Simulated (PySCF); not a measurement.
In: excitation energy

In [Kr] 4d10 5s2 5p1 (2P) → In [Kr] 4d10 5s2 5d1 (2D), as a difference of total energies. Computed with PySCF 2.14 in aug-cc-pVQZ-PP with one added diffuse shell each of s, p, d, f, g type with ECP28MDF (8s8p6d4f3g, 117 functions), with a scalar-relativistic core potential. Correlated levels: valence: 4s2 4p6 4d10 frozen. The calculations carry no spin-orbit coupling.

Task: Order these methods by the excitation energy they give, lowest first.
A. MP2 (valence)
B. r2SCAN0
C. PBE0
D. MN15

Result: C (3.693 eV), A (3.799 eV), B (3.945 eV), D (4.014 eV).

Errors of the correlated levels include the incompleteness of this basis and the frozen core.

For comparison: 3.897 eV (measured; NIST levels, between the centres of gravity of the two terms).
